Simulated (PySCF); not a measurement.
C₄H₆FNO.
Cartesian coordinates in Å at the GFN2-xTB level; atoms count from 1:
```xyz
13
C4H6FNO angstrom
C     -1.9058    0.7600   -0.4901
O     -0.5571    0.4656   -0.8129
C      0.0001   -0.5493   -0.0912
F     -0.5679   -1.7651   -0.4591
C      1.5003   -0.6164   -0.3904
C      2.1945    0.4411    0.2981
N      2.7353    1.2747    0.8607
H     -2.0002    1.0168    0.5699
H     -2.1788    1.6146   -1.1033
H     -2.5579   -0.0866   -0.7203
H     -0.2010   -0.4645    0.9937
H      1.8909   -1.5841   -0.0657
H      1.6431   -0.5063   -1.4684
```

The closed-shell SCF was solved with PySCF and density fitting under several settings on one GFN2-xTB geometry (grid level 2 and gas phase unless stated).

| settings | basis functions | SCF cycles | E (Eh) | HOMO (eV) | LUMO (eV) | dipole (D) |
| --- | --- | --- | --- | --- | --- | --- |
| PBE0/pcSseg-1 | 149 | 14 | -385.3649 | -8.88 | 0.66 | 2.93 |
| PBE0/def2-SVPD | 194 | 14 | -385.1382 | -8.99 | 0.40 | 2.84 |
| PW91/6-31G* | 110 | 15 | -385.6737 | -6.91 | -0.06 | 2.93 |
| OLYP/6-31G*, fitting basis def2-qzvpp-jkfit, energy threshold 1e-07 Eh | 110 | 10 | -385.6890 | -6.77 | 0.20 | 2.91 |
| B97-D/def2-SVPD | 194 | 16 | -385.3130 | -7.40 | -0.47 | 2.83 |
| B97-D/def2-TZVP, IEF-PCM methanol, level shift 0.2 Eh | 253 | 12 | -385.7442 | -7.00 | -0.44 | 3.65 |
| BLYP/pcSseg-1, energy threshold 1e-08 Eh | 149 | 11 | -385.6964 | -7.11 | -0.29 | 2.90 |

Question: Estimate the row for these settings: BLYP/aug-cc-pVDZ, start guess sap.

Answer: 
```tsv
settings	basis functions	SCF cycles	E (Eh)	HOMO (eV)	LUMO (eV)	dipole (D)
BLYP/aug-cc-pVDZ, start guess sap	215	18	-385.7670	-7.21	-0.73	2.86
```

Question: Over all rows, what range does the HOMO–LUMO gap span?

Answer: From 6.48 eV (BLYP/aug-cc-pVDZ, start guess sap) to 9.54 eV (PBE0/pcSseg-1). The functional of the narrowest has no exact exchange, that of the widest 25 % exact exchange.

Question: And the dipole moment?

Answer: From 2.83 D (B97-D/def2-SVPD) to 3.65 D (B97-D/def2-TZVP, IEF-PCM methanol, level shift 0.2 Eh); the largest is 1.29 times the smallest, and the median is 2.91 D.

Question: Compare two rows with the functional PBE0: PBE0/pcSseg-1 and PBE0/def2-SVPD. Which energy is lower, and by how much?

Answer: PBE0/pcSseg-1 (149 functions) lies 0.2267 Eh or 142 kcal/mol below PBE0/def2-SVPD (194 functions). The smaller set gives the lower energy; the two sets aren't nested, so the variational bound doesn't order them by size.

B97-D ran without the empirical dispersion term, which would shift the total energy alone. Cycle counts include a coarse-grid stage where the run had one. All basis functions are spherical, in the Pople sets too. Geometry: GFN2-xTB, one conformer.
